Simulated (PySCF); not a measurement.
Fe(Cp)2, C10H10Fe, singlet (GFN2-xTB optimised geometry):

```
21

Fe    -0.004     0.014     0.000
C      0.947     1.955     0.000
C      1.695     1.074    -0.814
C      2.157     0.014     0.000
C      1.695     0.241     1.316
C      0.947     1.440     1.316
H      0.513     2.889    -0.313
H      1.930     1.220    -1.854
H      2.805    -0.787    -0.313
H      1.930    -0.358     2.180
H      0.513     1.914     2.180
C     -2.160    -0.040     0.121
C     -1.631    -1.157     0.806
C     -0.913    -1.942    -0.126
C     -1.000    -1.309    -1.387
C     -1.771    -0.134    -1.235
H     -2.805     0.712     0.542
H     -1.802    -1.404     1.840
H     -0.443    -2.889     0.075
H     -0.607    -1.691    -2.314
H     -2.067     0.534    -2.025
```

Method: PBE0/def2-SVP in PySCF 2.14.0.

**Question.** What are the frontier orbital energies and the dipole moment?

**Answer.** HOMO-2 -6.71 eV, HOMO-1 -5.60 eV, HOMO -5.60 eV, LUMO -0.29 eV, LUMO+1 -0.29 eV; dipole moment 0.00 D.

On the same geometry PBE/def2-SVP run with PySCF 2.14.0 gives HOMO-2 -4.20 eV, HOMO-1 -3.73 eV, HOMO -3.73 eV, LUMO -1.82 eV, LUMO+1 -1.82 eV; dipole moment 0.00 D.

Meta-Löwdin charges at PBE0/def2-SVP: Fe1 0.80, C2 -0.20, C3 -0.20, C4 -0.20, C5 -0.20, C6 -0.20, H7 0.12, H8 0.12, H9 0.12, H10 0.12, H11 0.12, C12 -0.20, C13 -0.20, C14 -0.20, C15 -0.20, C16 -0.20, H17 0.12, H18 0.12, H19 0.12, H20 0.12, H21 0.12.
